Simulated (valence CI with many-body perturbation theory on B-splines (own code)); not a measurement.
E1 transitions of Ba50+

Computed by configuration interaction combined with many-body perturbation theory (CI+MBPT): four valence electrons over a frozen Dirac-Fock core [He], a basis of 11 s, 11 p, 10 d, 8 f, 5 g, 2 h functions for each j, with the one-electron correlation potential Σ1, the two-electron term Σ2, the three-electron term Σ3, Breit, model QED; selected CI, second order for the rest, scaled by the run's own slope (own B-spline code, finite nucleus).

The last digits are not significant, and no measured levels were compared; by estimate large intervals hold to a few tenths of a per cent, small ones and those within an open d or f shell to about a per cent. Among the levels kept, up to 910 cm⁻¹ of a level comes from second order outside the variational space, and about a tenth of that is noise between levels of different J, which matters for small intervals.

Lines 51 to 100 of 543 in falling wavelength, among levels below 6963.3 eV, chosen from the strongest by gf and those to the six lowest levels. Wavelengths and rates use the calculated energies. Electric multipoles are in the length gauge, E1 and E2 with the static RPA response of the core. Weak lines are less certain than strong ones. Lines between different terms over intervals too small for the method are left out, as are lines whose strength nearly cancels. Where a level lies close to another of its J and parity, the split of strength between their lines is uncertain. The highest levels of a list are the least certain.

Levels are named by their leading jj configuration (3d3/2^4 stands for four electrons in 3d with j = 3/2), which in mixed levels can hold well under half, so a name can repeat and another be missing. Letters in brackets count levels of one name in rising energy.

| λ vac (Å) | Upper | Lower | A (s⁻¹) | log gf | Branch % |
| --- | --- | --- | --- | --- | --- |
| 72.05 | (2s^2 2p3/2 3p3/2) J=1 | (2s^2 2p3/2 3s) J=1 | 6.17e+10 | -0.84 | 1.1 |
| 71.96 | (2s 2p3/2^2 3d3/2) J=3 [a] | (2s 2p3/2^2 3p1/2) J=3 | 2.84e+10 | -0.81 | 0.0 |
| 71.63 | (2s 2p1/2 2p3/2 3p3/2) J=2 [b] | (2s 2p1/2 2p3/2 3s) J=2 [b] | 6.52e+10 | -0.60 | 0.1 |
| 71.62 | (2p1/2 2p3/2^2 3d3/2) J=2 [a] | (2p1/2 2p3/2^2 3p1/2) J=2 [a] | 3.80e+10 | -0.84 | 0.1 |
| 71.56 | (2s^2 2p1/2 3d3/2) J=1 | (2s^2 2p1/2 3p1/2) J=0 | 4.63e+10 | -0.97 | 0.0 |
| 71.41 | (2p1/2 2p3/2^2 3p3/2) J=2 [c] | (2p1/2 2p3/2^2 3s) J=1 [b] | 9.71e+10 | -0.43 | 0.1 |
| 71.25 | (2s 2p3/2^2 3d3/2) J=2 [a] | (2s 2p3/2^2 3p1/2) J=2 [a] | 4.25e+10 | -0.79 | 0.0 |
| 71.24 | (2p1/2 2p3/2^2 3p3/2) J=2 [a] | (2p1/2 2p3/2^2 3s) J=2 [a] | 5.19e+10 | -0.70 | 0.0 |
| 70.94 | (2s 2p1/2 2p3/2 3p3/2) J=3 [c] | (2s 2p1/2 2p3/2 3s) J=2 [c] | 9.41e+10 | -0.30 | 0.1 |
| 70.67 | (2s 2p1/2 2p3/2 3d3/2) J=2 [e] | (2s 2p1/2 2p3/2 3p1/2) J=1 [c] | 4.43e+10 | -0.78 | 0.0 |
| 70.63 | (2s 2p3/2^2 3d3/2) J=3 [a] | (2s 2p3/2^2 3p1/2) J=2 [a] | 2.50e+10 | -0.88 | 0.0 |
| 70.38 | (2s 2p1/2^2 3d3/2) J=1 | (2s 2p1/2^2 3p1/2) J=0 | 4.76e+10 | -0.97 | 0.1 |
| 70.37 | (2s 2p3/2^2 3d3/2) J=1 [a] | (2s 2p3/2^2 3p1/2) J=2 [a] | 4.82e+10 | -0.97 | 0.0 |
| 70.17 | (2s 2p3/2^2 3d3/2) J=2 [b] | (2s 2p3/2^2 3p1/2) J=2 [b] | 2.94e+10 | -0.96 | 0.0 |
| 70.11 | (2s^2 2p3/2 3d3/2) J=2 | (2s^2 2p3/2 3p1/2) J=1 | 3.56e+10 | -0.88 | 0.0 |
| 69.89 | (2p1/2 2p3/2^2 3d3/2) J=1 [a] | (2p1/2 2p3/2^2 3p1/2) J=1 [a] | 6.51e+10 | -0.84 | 0.1 |
| 69.87 | (2p1/2^2 2p3/2 3p3/2) J=2 | (2p1/2^2 2p3/2 3s) J=1 | 6.78e+10 | -0.61 | 0.0 |
| 69.80 | (2s 2p3/2^2 3d3/2) J=4 | (2s 2p3/2^2 3p1/2) J=3 | 5.81e+10 | -0.42 | 0.0 |
| 69.59 | (2p1/2 2p3/2^2 3d3/2) J=4 | (2p1/2 2p3/2^2 3p1/2) J=3 | 5.30e+10 | -0.46 | 2.0 |
| 69.38 | (2p1/2 2p3/2^2 3d3/2) J=3 [a] | (2p1/2 2p3/2^2 3p1/2) J=2 [a] | 6.14e+10 | -0.51 | 0.1 |
| 69.34 | (2p1/2 2p3/2^2 3d3/2) J=2 [a] | (2p1/2 2p3/2^2 3p1/2) J=1 [a] | 3.35e+10 | -0.92 | 0.1 |
| 69.27 | (2s 2p1/2 2p3/2 3d3/2) J=3 [c] | (2s 2p1/2 2p3/2 3p1/2) J=2 [c] | 6.35e+10 | -0.50 | 0.0 |
| 69.20 | (2s 2p1/2 2p3/2 3d3/2) J=3 [a] | (2s 2p1/2 2p3/2 3p1/2) J=2 [a] | 6.23e+10 | -0.50 | 0.0 |
| 69.15 | (2p1/2 2p3/2^2 3s) J=2 [b] | (2s 2p3/2^2 3s) J=1 [a] | 2.68e+10 | -1.02 | 0.1 |
| 69.15 | (2s 2p3/2^2 3d3/2) J=2 [b] | (2s 2p3/2^2 3p1/2) J=1 [a] | 3.02e+10 | -0.97 | 0.0 |
| 68.91 | (2p1/2 2p3/2^2 3p3/2) J=1 [a] | (2p1/2 2p3/2^2 3s) J=1 [a] | 5.27e+10 | -0.95 | 0.0 |
| 68.87 | (2s 2p1/2^2 2p3/2) J=2 | (2s^2 2p1/2 2p3/2) J=2 | 5.91e+09 | -1.68 | 37.9 |
| 68.85 | (2p1/2^2 2p3/2 3d3/2) J=1 | (2p1/2^2 2p3/2 3p1/2) J=1 | 5.24e+10 | -0.95 | 0.0 |
| 68.83 | (2s 2p1/2 2p3/2 3p3/2) J=2 [a] | (2s 2p1/2 2p3/2 3s) J=1 [a] | 5.24e+10 | -0.73 | 0.0 |
| 68.78 | (2s 2p3/2^2 3d3/2) J=3 [b] | (2s 2p3/2^2 3p1/2) J=2 [b] | 8.27e+10 | -0.39 | 0.0 |
| 68.67 | (2s 2p3/2^2 3p3/2) J=3 [a] | (2s 2p3/2^2 3s) J=3 | 5.34e+10 | -0.58 | 0.1 |
| 68.60 | (2s 2p1/2 2p3/2 3d3/2) J=2 [a] | (2s 2p1/2 2p3/2 3p1/2) J=1 [a] | 3.75e+10 | -0.88 | 0.0 |
| 68.58 | (2s 2p3/2^2 3p3/2) J=4 | (2s 2p3/2^2 3s) J=3 | 1.14e+11 | -0.14 | 15.7 |
| 68.54 | (2s^2 2p1/2 3d3/2) J=2 | (2s^2 2p1/2 3p1/2) J=1 | 7.25e+10 | -0.59 | 0.1 |
| 68.48 | (2s^2 2p3/2 3d3/2) J=3 | (2s^2 2p3/2 3p1/2) J=2 | 7.61e+10 | -0.43 | 0.0 |
| 68.33 | (2s 2p1/2 2p3/2 3p3/2) J=1 [b] | (2s 2p1/2 2p3/2 3s) J=2 [b] | 5.60e+10 | -0.93 | 0.0 |
| 68.12 | (2s 2p1/2 2p3/2 3d3/2) J=1 [a] | (2s 2p1/2 2p3/2 3p1/2) J=1 [a] | 6.21e+10 | -0.89 | 0.1 |
| 68.08 | (2s 2p1/2 2p3/2 3d3/2) J=4 | (2s 2p1/2 2p3/2 3p1/2) J=3 | 4.67e+10 | -0.53 | 1.9 |
| 67.95 | (2p1/2 2p3/2^2 3p1/2) J=2 [b] | (2s 2p3/2^2 3p1/2) J=1 [a] | 2.66e+10 | -1.04 | 0.0 |
| 67.86 | (2s 2p1/2 2p3/2 3p3/2) J=3 [a] | (2s 2p1/2 2p3/2 3s) J=2 [a] | 1.10e+11 | -0.28 | 0.3 |
| 67.83 | (2p1/2 2p3/2^2 3p3/2) J=1 [c] | (2p1/2 2p3/2^2 3s) J=0 | 7.92e+10 | -0.79 | 0.1 |
| 67.69 | (2p1/2^2 2p3/2 3p3/2) J=1 | (2s 2p1/2 2p3/2 3p3/2) J=1 [c] | 4.45e+10 | -1.04 | 0.0 |
| 67.62 | (2s^2 2p3/2 3d3/2) J=1 | (2s^2 2p3/2 3p1/2) J=1 | 4.48e+10 | -1.04 | 0.0 |
| 67.56 | (2s 2p1/2^2 3d3/2) J=2 | (2s 2p1/2^2 3p1/2) J=1 | 5.30e+10 | -0.74 | 0.1 |
| 67.41 | (2s 2p3/2^2 3d3/2) J=2 [c] | (2s 2p3/2^2 3p1/2) J=1 [b] | 4.35e+10 | -0.83 | 0.0 |
| 67.31 | (2s 2p3/2^2 3p3/2) J=3 [b] | (2s 2p3/2^2 3s) J=2 [b] | 1.12e+11 | -0.27 | 0.1 |
| 67.28 | (2p1/2 2p3/2^2 3p3/2) J=3 [b] | (2p1/2 2p3/2^2 3s) J=3 | 5.45e+10 | -0.59 | 0.0 |
| 67.12 | (2p1/2^2 2p3/2 3p3/2) J=2 | (2p1/2^2 2p3/2 3s) J=2 | 5.54e+10 | -0.73 | 0.0 |
| 66.97 | (2p1/2 2p3/2^2 3p3/2) J=4 | (2p1/2 2p3/2^2 3s) J=3 | 3.92e+10 | -0.63 | 0.0 |
| 66.95 | (2s^2 2p3/2 3p3/2) J=3 | (2s^2 2p3/2 3s) J=2 | 1.20e+11 | -0.25 | 1.1 |
